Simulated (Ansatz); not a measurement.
H4O4Si, charge +1, doublet, geometry from GFN2-xTB (a state made from the parent by changing its charge; the spin is typed, not shown lowest). Base run: HF/STO-3G (Ansatz, a first-principles code).

Here is a job for Ansatz.
Ansatz 0.2 input:
```yaml
crystal:
  periodic: [false, false, false]
  atoms:
    - {symbol: O, position_ang: [0.79612351, 1.18702054, -0.75176812]}
    - {symbol: Si, position_ang: [0.00000000, 0.00000000, -0.00000000]}
    - {symbol: O, position_ang: [-1.09252488, 0.61684979, 1.01679468]}
    - {symbol: O, position_ang: [-0.78224479, -0.91629017, -1.07540277]}
    - {symbol: O, position_ang: [1.07864617, -0.88758016, 0.81037621]}
    - {symbol: H, position_ang: [1.06717428, 2.05293366, -0.43562356]}
    - {symbol: H, position_ang: [-1.47782413, 0.24794093, 1.81596436]}
    - {symbol: H, position_ang: [-1.21378610, -0.67784802, -1.90010810]}
    - {symbol: H, position_ang: [1.62443595, -1.62302657, 0.51976730]}
basis:
  gaussian:
    orbitals: STO-3G
hamiltonian:
  xc: hf
total_charge: 1
magnetization: {spin_polarized: true, initial_magnetization: 1}
```

Each row names what was changed in the base input (with any setting that the change needs).

```tsv
change	ΔE vs base (mEh)
base	0.000
point_charge = charge:1.0 position_ang:-4.6459, -0.866, -2.5169	86.363
forces = on	0.000
fitting.mean_field = cc-pVTZ-JKFIT	-0.080
lower_state_search = full	0.000
fitting.mean_field = def2-universal-JKFIT	-0.545
lower_state_search = off	0.000
nuclear_model = gaussian	0.145
point_charge = charge:-1.0 position_ang:-3.8371, -3.719, 0.3397	-110.1
lower_state_search = light	0.000
accuracy = high	-0.015
```

Ansatz warned in this series: the state or the total is in doubt.
